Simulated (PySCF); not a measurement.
**Telling isomers of C$_{3}$H$_{11}$FSi$_{3}$ apart by NMR**

- GFN2-xTB geometry
- GIAO PBE0/pcSseg-1 shieldings
- program: PySCF 2.14.0 with density-fitted response routines
- rapidly exchanging positions averaged, gas phase, non-relativistic Hamiltonian, single conformer

Scale: ¹H (σ = 31.72 ppm), ¹³C (σ = 186.93 ppm) vs TMS (reference shieldings calculated alike). Splittings of carbon signals by F and P are missing where no couplings were computed. Where no couplings were computed, multiplicities follow the n + 1 count of equivalent neighbours, and m marks all less simple cases (inequivalent or close neighbours, rings, F or P nearby). Shifts are as computed. Against solution values, carbons near 30 ppm lie about +3 ppm off and those near 130 ppm about +5 ppm. Of 1211 compounds with measured shifts, 218 miss one by over three times the rms of a fit or turn the order of signals round; such compounds aren't used in these exercises.

(1) Tabulate the signals of `F[C@H]1[SiH2]CC[SiH2][SiH2]1`, `C=C(C)[Si@@H](F)[SiH2][SiH3]`, `C[SiH2][SiH2]/C([SiH3])=C\F` and their relative energies.

(2) What is the quickest way to tell F[C@H]1[SiH2]CC[SiH2][SiH2]1 from C[SiH2][SiH2]/C([SiH3])=C\F?

(3) What is the quickest way to tell C=C(C)[Si@@H](F)[SiH2][SiH3] from C[SiH2][SiH2]/C([SiH3])=C\F?

(4) What is the quickest way to tell F[C@H]1[SiH2]CC[SiH2][SiH2]1 from C=C(C)[Si@@H](F)[SiH2][SiH3]?

Answers

(1) 
```tsv
SMILES	carbon types	δC	δH	E rel. (kcal/mol)
F[C@H]1[SiH2]CC[SiH2][SiH2]1	1×CH 2×CH2	80.9, 8.2, 6.1	5.63 (m, 1H), 4.43 (m, 1H), 4.28 (m, 1H), 4.15 (m, 1H), 4.10 (m, 1H), 4.09 (m, 1H), 3.92 (m, 1H), 1.70 (m, 1H), 1.25 (m, 1H), 1.22 (m, 1H), 0.97 (m, 1H)	21.2
C=C(C)[Si@@H](F)[SiH2][SiH3]	1×C 1×CH2 1×CH3	151.0, 134.8, 23.1	6.24 (m, 1H), 5.90 (m, 1H), 5.87 (m, 1H), 3.63 (m, 3H), 3.37 (m, 1H), 3.20 (m, 1H), 1.90 (s, 3H)	0.0
C[SiH2][SiH2]/C([SiH3])=C\F	1×C 1×CH 1×CH3	169.2, 103.3, -9.1	7.12 (m, 1H), 4.28 (t, 2H), 4.23 (s, 3H), 3.99 (m, 2H), 0.14 (t, 3H)	32.4
```

Energies are electronic energies at PBE0/pcSseg-1 on these geometries, without zero-point or thermal terms, each for the one conformer computed, which needn't be the lowest.

(2) Both give the same number of carbon signals, but DEPT or the intensities differ. The first has an sp3 CH bonded to F and 2 Si at 80.9 ppm, the second an alkene CH at 169.2 ppm. In the proton spectra the most deshielded non-exchanging signals are 5.63 (m, 1H) and 7.12 (m, 1H).

(3) Both give the same number of carbon signals, but DEPT or the intensities differ. The first has a terminal =CH2 carbon at 134.8 ppm, the second an alkene CH at 169.2 ppm. Their most deshielded carbons lie at 151.0 and 169.2 ppm. In the proton spectra the most deshielded non-exchanging signals are 6.24 (m, 1H) and 7.12 (m, 1H).

(4) Both give the same number of carbon signals, but DEPT or the intensities differ. The first has an sp3 CH bonded to F and 2 Si at 80.9 ppm, the second a fully substituted alkene carbon (C) at 151.0 ppm. In the proton spectra the most deshielded non-exchanging signals are 5.63 (m, 1H) and 6.24 (m, 1H).
